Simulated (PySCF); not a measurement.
Compound: C2H8GeOS.
SMILES with atom numbers: `[CH3:1][O:2][GeH2:3][S:4][CH3:5]` (hydrogens: H6, H7, H8 on C1; H9, H10 on Ge3; H11, H12, H13 on C5)

Jobs on this species (13 atoms, 76 electrons) with PySCF (density fitting). Hardware of each: one thread, Arm Neoverse V1 (aarch64), shared host. Times come from a shared host and carry two figures at best. Peak memory is the resident size of the whole Python process, interpreter and libraries included.

```tsv
level and settings	work	basis functions	SCF cycles	wall time	peak memory
delta-SCF UKS SCAN, pcX-2 on the ionised atom, pcseg-1 elsewhere, non-relativistic	ΔSCF core ionisation, 5 holes	169	?	?	?
delta-SCF UKS PBE, pcX-2 on the ionised atom, pcseg-1 elsewhere, spin-free X2C	ΔSCF core ionisation, 5 holes	169	79	22 s	0.58 GiB
delta-SCF UKS SCAN, def2-TZVP on the ionised atom, pcseg-1 elsewhere, spin-free X2C	ΔSCF core ionisation, 5 holes	146	81	33 s	0.49 GiB
delta-SCF UKS SCAN, pcX-2 on the ionised atom, pcseg-1 elsewhere, spin-free X2C	ΔSCF core ionisation, 5 holes	169	82	35 s	0.57 GiB
PBE0-D3(BJ)/def2-SVP, grid level 1	geometry optimisation from a GFN2-xTB start shaken at random	132	38	46 s	0.55 GiB
delta-SCF UKS SCAN, pcX-1 on the ionised atom, pcseg-1 elsewhere, spin-free X2C	ΔSCF core ionisation, 5 holes	149	80	29 s	0.45 GiB
delta-SCF UKS PBE0, pcX-2 on the ionised atom, pcseg-1 elsewhere, spin-free X2C	ΔSCF core ionisation, 5 holes	169	69	48 s	0.67 GiB
delta-SCF UKS HF, pcX-2 on the ionised atom, pcseg-1 elsewhere, spin-free X2C	ΔSCF core ionisation, 5 holes	169	68	32 s	0.66 GiB
delta-SCF UKS B3LYP, pcX-2 on the ionised atom, pcseg-1 elsewhere, spin-free X2C	ΔSCF core ionisation, 5 holes	169	71	50 s	0.67 GiB
```

Fill in the missing figures.

- delta-SCF UKS SCAN, pcX-2 on the ionised atom, pcseg-1 elsewhere, non-relativistic; ΔSCF core ionisation, 5 holes: 34 s, 0.59 GiB, 81 SCF cycles

What do all jobs in the table cost together?

About 5.5 min; the longest takes about 15 % of that, and about 2.3 times as long as the shortest.
